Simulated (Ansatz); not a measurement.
`FC1[SiH2]S1` + NH₃ → `NC1[SiH2]S1` + H–F at 600 K and 1 bar (substitution at a C–F bond).

Program: Ansatz. Geometries: PBE0-D4/def2-TZVP. ΔE: electronic, gas phase. CBS: MP2 limit from def2 TZ/QZ plus the TZ coupled-cluster correction, frozen cores. This one scheme is used for every species. Each species was taken in one conformer, which may not be the lowest.

| species | CCSD(T)/CBS energy (Eh) | H − E (kJ/mol) | S (J/(mol·K)) |
| --- | --- | --- | --- |
| `FC1[SiH2]S1` | -826.47756 | 142.4 | 364.0 |
| NH₃ | -56.50880 | 112.4 | 219.5 |
| `NC1[SiH2]S1` | -782.60454 | 215.2 | 385.0 |
| H–F | -100.39570 | 42.3 | 194.0 |

H − E and S are ideal-gas, rigid-rotor, harmonic terms from PBE0-D4/def2-TZVP, for one conformer and one mirror image of each species. 1 Eh = 2625.50 kJ/mol, R = 8.31446 J/(mol·K).

**Question.** By hand: ΔE, ΔH, ΔS and ΔG.

**Answer.** ΔE = (-782.60454) + (-100.39570) − (-826.47756) − (-56.50880) = -0.01388 Eh = -36.4 kJ/mol. Δ(H − E) = 215.2 + 42.3 − 142.4 − 112.4 = 2.7, so ΔH = -33.7 kJ/mol. ΔS = 385.0 + 194.0 − 364.0 − 219.5 = -4.5 J/(mol·K). ΔG = -33.7 − 600 × (-4.5)/1000 = -31.0 kJ/mol.

**Question.** By hand: the equilibrium constant, and the temperature at which ΔG would vanish if ΔH and ΔS stayed fixed.

**Answer.** log₁₀ K = −ΔG/(RT ln 10) = 2.7. ΔG = 0 at ΔH/ΔS = 7489 K, far beyond where these terms or the molecules hold.

The number of gas molecules stays the same, so ΔS is small and ΔH decides. A doubt of 5 kJ/mol in ΔE shifts log₁₀ K by 0.4 here. Other conformers and mirror images would add mixing entropy, several J/(mol·K) or more a flexible species. These are equilibria of isolated gas molecules and say nothing of rates. Largest T1 diagnostic: 0.014 (customary marks: 0.02 for closed shells, 0.045 for open ones).
